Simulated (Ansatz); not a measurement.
Harmonic frequencies (cm⁻¹) at PBE0-D4/def2-TZVP from Ansatz: 127, 180, 219, 358, 361, 564, 655, 906, 3955.

Each molecule was computed in one conformer, which needn't be the lowest.

Problem. Which molecule is it?
A. `[CH3][AlH2]`
B. `[F][Al]([SH])[Cl]`
C. `[OH][Al]([Cl])[Br]`
D. `[SH][Al]([Cl])[Br]`

Solution. C.
